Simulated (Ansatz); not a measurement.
Ideal-gas functions of `B1OC[Te]1` at 298.15 K and 1 bar, from an Ansatz frequency run at PBE0-D4/def2-TZVP.

Molar mass 169.45 g/mol, point group Cs (symmetry number 1), electronic degeneracy 1, moments of inertia 39.706, 164.188, 200.61 u Å². Harmonic wavenumbers (cm⁻¹, unscaled): 293, 384, 536, 681, 767, 796, 944, 1087, 1147, 1186, 1316, 1484, 2690, 3105, 3185.

Use S(trans) = R[1.5 ln M + 2.5 ln T − 1.1517]; rotational temperatures θ = 24.2544 K / I; S(rot) = R[ln(√π/σ · √(T³/θAθBθC)) + 1.5]; for each mode x = 1.438777 ν̃/T, S = R[x/(eˣ − 1) − ln(1 − e⁻ˣ)] and H = RT x/(eˣ − 1); 1 cm⁻¹ = 0.0119627 kJ/mol; R = 8.31446 J/(mol·K).

Question: By hand: the entropy, in J/(mol·K).

Answer: Translation 172.9. Rotation: θ = 0.6108, 0.1477, 0.1209 K, giving 107.1. Vibration, mode by mode: 6.09, 4.28, 2.40, 1.38, 0.99, 0.88, 0.49, 0.28, 0.22, 0.18, 0.11, 0.05, 0.00, 0.00, 0.00, in all 17.3. Electronic 0.0. Sum 297.3 J/(mol·K).

Question: By hand: H − E and G − E in kJ/mol, counted from the electronic energy.

Answer: Zero-point energy ½ × 19601 × 0.0119627 = 117.2; thermal vibration 3.6; translation, rotation and pV give 4 RT = 9.9. H − E = 130.7 kJ/mol, and G − E = 130.7 − 298.15 × 297.3/1000 = 42.1 kJ/mol.

Vibration gives 6 % of the entropy.
